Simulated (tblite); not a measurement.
Record of a relaxation.

C₄HBrNP₃.
Atom-mapped SMILES: `[N:1]#[C:2][c:3]1[p:4][cH:5][p:6][c:7]([Br:8])[p:9]1` (hydrogens: H10 on C5)

Computed with GFN2-xTB (tblite), gas phase: L-BFGS steps from a force-field or distance-geometry start until the largest atomic force falls under 0.01 eV/Å. 14 of its 25 geometries are shown.

Step 0: E = -637.7177 eV, largest atomic force 5.006 eV/Å
```
atom  x, y, z in Å  |  force x, y, z in eV/Å
N1      3.888    0.475   -0.204   -2.646  -0.307   0.117
C2      2.731    0.326   -0.146    1.576   0.113  -0.033
C3      1.331    0.108   -0.061   -1.493   0.337   0.012
P4      0.645   -1.469    0.026    2.115  -4.089   0.069
C5     -1.066   -1.757    0.130    1.389   2.142  -0.167
P6     -2.076   -0.359    0.104   -4.856  -1.184   0.280
C7     -1.508    1.268    0.008    2.090  -1.636  -0.013
Br8    -2.726    2.736    0.007    0.415  -0.425  -0.010
P9      0.230    1.464   -0.073    1.237   4.162  -0.207
H10    -1.440   -2.788    0.188    0.173   0.887  -0.047
```

Step 2: E = -638.8133 eV, largest atomic force 7.157 eV/Å
```
atom  x, y, z in Å  |  force x, y, z in eV/Å
N1      3.874    0.475   -0.205   -7.081  -0.970   0.374
C2      2.663    0.312   -0.140    5.438   0.782  -0.275
C3      1.252    0.123   -0.061   -0.116  -0.419  -0.022
P4      0.764   -1.675    0.029   -0.816   2.219  -0.018
C5     -0.996   -1.642    0.121   -0.835  -0.542   0.007
P6     -2.329   -0.419    0.119    2.757   0.520  -0.125
C7     -1.397    1.168    0.008   -0.532  -0.880   0.082
Br8    -2.698    2.708    0.006    0.829  -0.817  -0.012
P9      0.302    1.681   -0.084   -0.331  -1.746   0.091
H10    -1.426   -2.727    0.185    0.687   1.853  -0.102
```

Step 4: E = -639.4940 eV, largest atomic force 1.994 eV/Å
```
atom  x, y, z in Å  |  force x, y, z in eV/Å
N1      3.815    0.467   -0.201    0.495   0.076  -0.031
C2      2.685    0.316   -0.141   -1.968  -0.299   0.121
C3      1.258    0.112   -0.062   -0.342  -0.004  -0.017
P4      0.735   -1.597    0.028   -0.037   0.334   0.011
C5     -1.017   -1.661    0.121    0.367   0.654  -0.078
P6     -2.241   -0.401    0.115    0.141  -0.100   0.012
C7     -1.418    1.160    0.009    0.456  -0.513   0.017
Br8    -2.681    2.691    0.006    0.637  -0.663  -0.009
P9      0.288    1.613   -0.081    0.013  -0.277   0.015
H10    -1.414   -2.695    0.183    0.236   0.791  -0.042
```

Step 6: E = -639.7265 eV, largest atomic force 0.922 eV/Å
```
atom  x, y, z in Å  |  force x, y, z in eV/Å
N1      3.736    0.457   -0.198    0.835   0.115  -0.039
C2      2.607    0.303   -0.135   -0.916  -0.097   0.035
C3      1.211    0.108   -0.063   -0.216   0.104   0.014
P4      0.742   -1.576    0.029    0.110  -0.285   0.010
C5     -0.985   -1.593    0.114    0.249   0.152  -0.021
P6     -2.236   -0.411    0.116   -0.238   0.087   0.008
C7     -1.369    1.090    0.012    0.040   0.379  -0.012
Br8    -2.610    2.618    0.005    0.325  -0.269  -0.006
P9      0.296    1.604   -0.080   -0.160   0.082   0.000
H10    -1.383   -2.595    0.178   -0.030  -0.268   0.011
```

Step 7: E = -639.7384 eV, largest atomic force 0.275 eV/Å
```
atom  x, y, z in Å  |  force x, y, z in eV/Å
N1      3.733    0.457   -0.198    0.142   0.016  -0.001
C2      2.599    0.302   -0.135   -0.191   0.020  -0.006
C3      1.203    0.109   -0.063   -0.121   0.013   0.014
P4      0.746   -1.581    0.030    0.088  -0.121   0.003
C5     -0.980   -1.586    0.113    0.020  -0.030   0.000
P6     -2.242   -0.411    0.117    0.012   0.104  -0.004
C7     -1.365    1.090    0.012   -0.112   0.242   0.000
Br8    -2.600    2.609    0.004    0.233  -0.146  -0.006
P9      0.295    1.607   -0.081   -0.090   0.054  -0.002
H10    -1.381   -2.592    0.178    0.018  -0.152   0.003
```

Step 9: E = -639.7441 eV, largest atomic force 0.227 eV/Å
```
atom  x, y, z in Å  |  force x, y, z in eV/Å
N1      3.731    0.457   -0.197   -0.224  -0.030   0.016
C2      2.593    0.304   -0.135    0.110   0.060  -0.016
C3      1.197    0.109   -0.062   -0.019  -0.014   0.006
P4      0.749   -1.585    0.030   -0.003  -0.002   0.002
C5     -0.978   -1.587    0.112   -0.022  -0.081   0.005
P6     -2.240   -0.407    0.117    0.083  -0.005  -0.003
C7     -1.369    1.099    0.012   -0.022   0.013   0.005
Br8    -2.588    2.602    0.004    0.051   0.063  -0.006
P9      0.291    1.610   -0.081    0.015   0.028  -0.005
H10    -1.379   -2.596    0.178    0.031  -0.032  -0.004
```

Step 11: E = -639.7457 eV, largest atomic force 0.111 eV/Å
```
atom  x, y, z in Å  |  force x, y, z in eV/Å
N1      3.726    0.456   -0.197    0.023   0.014  -0.001
C2      2.590    0.307   -0.136   -0.110   0.001   0.004
C3      1.193    0.109   -0.062   -0.029   0.008   0.000
P4      0.750   -1.587    0.030   -0.007   0.004   0.003
C5     -0.978   -1.591    0.113    0.027  -0.023   0.001
P6     -2.235   -0.406    0.116    0.009  -0.041   0.003
C7     -1.370    1.103    0.012    0.068  -0.045   0.002
Br8    -2.581    2.604    0.004   -0.013   0.110  -0.005
P9      0.291    1.611   -0.081    0.027   0.007  -0.004
H10    -1.377   -2.600    0.177    0.006  -0.035  -0.002
```

Step 13: E = -639.7472 eV, largest atomic force 0.130 eV/Å
```
atom  x, y, z in Å  |  force x, y, z in eV/Å
N1      3.718    0.456   -0.196    0.120   0.039  -0.010
C2      2.581    0.310   -0.136   -0.122  -0.042   0.014
C3      1.187    0.109   -0.061   -0.022   0.010  -0.005
P4      0.751   -1.589    0.030    0.012   0.004   0.002
C5     -0.976   -1.598    0.113    0.027   0.017  -0.001
P6     -2.229   -0.408    0.117   -0.035  -0.015   0.004
C7     -1.367    1.104    0.013    0.038  -0.024   0.001
Br8    -2.574    2.613    0.003   -0.004   0.044  -0.002
P9      0.292    1.614   -0.082   -0.005  -0.011  -0.001
H10    -1.374   -2.608    0.177   -0.009  -0.022  -0.002
```

Step 15: E = -639.7474 eV, largest atomic force 0.022 eV/Å
```
atom  x, y, z in Å  |  force x, y, z in eV/Å
N1      3.716    0.457   -0.196   -0.005   0.020  -0.002
C2      2.579    0.310   -0.136    0.013  -0.017   0.004
C3      1.185    0.109   -0.061    0.003  -0.002  -0.004
P4      0.752   -1.589    0.031    0.002   0.001   0.002
C5     -0.975   -1.599    0.113   -0.002   0.001   0.000
P6     -2.230   -0.409    0.117   -0.007  -0.002   0.002
C7     -1.366    1.103    0.013   -0.013  -0.002   0.001
Br8    -2.572    2.617    0.002    0.017   0.006  -0.001
P9      0.292    1.615   -0.082   -0.010  -0.006  -0.001
H10    -1.374   -2.609    0.177    0.001   0.001  -0.003
```

Step 17: E = -639.7475 eV, largest atomic force 0.044 eV/Å
```
atom  x, y, z in Å  |  force x, y, z in eV/Å
N1      3.717    0.459   -0.196   -0.041   0.006   0.002
C2      2.580    0.308   -0.136    0.042   0.012  -0.003
C3      1.185    0.109   -0.062    0.010  -0.009   0.001
P4      0.752   -1.589    0.031   -0.010  -0.005   0.002
C5     -0.975   -1.599    0.113   -0.011  -0.005   0.000
P6     -2.231   -0.409    0.117    0.005  -0.004   0.002
C7     -1.367    1.102    0.013   -0.017   0.001   0.001
Br8    -2.571    2.618    0.002    0.017   0.001  -0.001
P9      0.292    1.614   -0.082    0.000  -0.004  -0.002
H10    -1.374   -2.609    0.177    0.005   0.008  -0.002
```

Step 18: E = -639.7476 eV, largest atomic force 0.036 eV/Å
```
atom  x, y, z in Å  |  force x, y, z in eV/Å
N1      3.716    0.461   -0.196   -0.028   0.003   0.003
C2      2.580    0.307   -0.135    0.027   0.023  -0.006
C3      1.185    0.109   -0.062    0.009  -0.011   0.004
P4      0.752   -1.589    0.031   -0.012  -0.009   0.002
C5     -0.975   -1.599    0.113   -0.010  -0.003   0.000
P6     -2.231   -0.410    0.117    0.003  -0.003   0.001
C7     -1.367    1.102    0.013   -0.008  -0.001   0.000
Br8    -2.570    2.619    0.002    0.011   0.000   0.000
P9      0.291    1.614   -0.082    0.005  -0.007  -0.002
H10    -1.373   -2.609    0.176    0.004   0.007  -0.002
```

Step 20: E = -639.7476 eV, largest atomic force 0.028 eV/Å
```
atom  x, y, z in Å  |  force x, y, z in eV/Å
N1      3.716    0.463   -0.196    0.021   0.007   0.001
C2      2.580    0.307   -0.135   -0.020   0.019  -0.004
C3      1.185    0.108   -0.062    0.000  -0.008   0.005
P4      0.751   -1.589    0.031   -0.003  -0.008   0.001
C5     -0.975   -1.599    0.113   -0.002   0.005  -0.001
P6     -2.231   -0.410    0.118   -0.009   0.004   0.001
C7     -1.368    1.102    0.013    0.011  -0.005  -0.001
Br8    -2.567    2.621    0.002    0.000   0.001   0.000
P9      0.291    1.613   -0.083    0.006  -0.012  -0.002
H10    -1.373   -2.610    0.176   -0.005  -0.002   0.000
```

Step 22: E = -639.7477 eV, largest atomic force 0.035 eV/Å
```
atom  x, y, z in Å  |  force x, y, z in eV/Å
N1      3.715    0.467   -0.196    0.033   0.012  -0.002
C2      2.580    0.309   -0.136   -0.033  -0.001   0.001
C3      1.186    0.106   -0.061   -0.004  -0.001   0.002
P4      0.750   -1.591    0.032    0.008  -0.002   0.000
C5     -0.976   -1.599    0.113    0.003   0.004  -0.001
P6     -2.233   -0.411    0.118   -0.008   0.008   0.000
C7     -1.369    1.101    0.014    0.017  -0.004  -0.001
Br8    -2.563    2.623    0.002   -0.005  -0.002   0.001
P9      0.291    1.610   -0.083    0.002  -0.007  -0.002
H10    -1.373   -2.610    0.175   -0.013  -0.007   0.001
```

Step 24: E = -639.7477 eV, largest atomic force 0.010 eV/Å
```
atom  x, y, z in Å  |  force x, y, z in eV/Å
N1      3.715    0.469   -0.196   -0.005   0.008   0.000
C2      2.580    0.310   -0.136    0.002  -0.005   0.002
C3      1.186    0.105   -0.061    0.000   0.000  -0.001
P4      0.750   -1.592    0.032    0.001  -0.001   0.000
C5     -0.977   -1.599    0.113    0.000  -0.004   0.000
P6     -2.234   -0.411    0.118    0.005   0.002   0.000
C7     -1.368    1.100    0.014    0.004   0.002   0.000
Br8    -2.562    2.623    0.002   -0.001  -0.005   0.001
P9      0.291    1.609   -0.083    0.003   0.003  -0.002
H10    -1.373   -2.610    0.175   -0.010   0.000   0.000
```

Question: Summarise the path.

Answer: The energy falls by 46.81 kcal/mol from step 0 to step 24; nine tenths of that is first reached at step 5. It falls at every step. The largest force goes from 5.006 to 0.010 eV/Å. Among the bonds C3–P4 changes most, from 1.722 to 1.754 Å; the atoms move by 0.176 Å rms after alignment.

Question: Follow the three bonds and two angles with the largest change from start to end.

Answer: 
```csv
step,E above end (kcal/mol),largest force (eV/Å),C3–P4 (Å),C7–Br8 (Å),N1≡C2 (Å),C5–P6–C7 (°),P6–C7–P9 (°)
0,46.81,5.006,1.722,1.908,1.168,124.9,115.8
1,27.83,7.276,1.761,1.936,1.107,118.4,121.6
2,21.55,7.157,1.864,2.016,1.224,102.1,137.3
3,8.57,2.249,1.812,1.989,1.166,107.6,132.7
4,5.85,1.994,1.789,1.985,1.142,108.0,132.7
5,2.88,2.582,1.768,1.981,1.134,106.6,134.3
6,0.49,0.922,1.750,1.968,1.141,103.3,137.2
7,0.22,0.275,1.753,1.958,1.147,102.6,137.7
8,0.12,0.207,1.755,1.945,1.150,102.7,137.5
9,0.08,0.227,1.755,1.935,1.150,103.0,137.2
10,0.06,0.111,1.755,1.930,1.149,103.2,137.0
11,0.05,0.111,1.755,1.928,1.148,103.4,136.9
13,0.01,0.130,1.755,1.932,1.147,103.8,136.9
14,0.01,0.050,1.755,1.935,1.148,103.8,136.9
15,0.01,0.022,1.755,1.936,1.148,103.7,137.0
16,0.01,0.035,1.755,1.936,1.148,103.7,137.0
17,0.01,0.044,1.755,1.936,1.148,103.7,137.0
18,0.00,0.036,1.755,1.936,1.148,103.7,137.0
19,0.00,0.025,1.755,1.935,1.148,103.7,136.9
20,0.00,0.028,1.755,1.935,1.148,103.7,136.9
21,0.00,0.039,1.754,1.935,1.148,103.7,136.9
22,0.00,0.035,1.755,1.935,1.148,103.6,136.9
23,0.00,0.016,1.754,1.935,1.148,103.6,136.9
24,0.00,0.010,1.754,1.935,1.148,103.5,136.9
```

What follows is the cost of the whole relaxation. Time: 0.15 s wall. Hardware: one thread, AMD EPYC 9R45 (x86_64), no GPU (shared host).
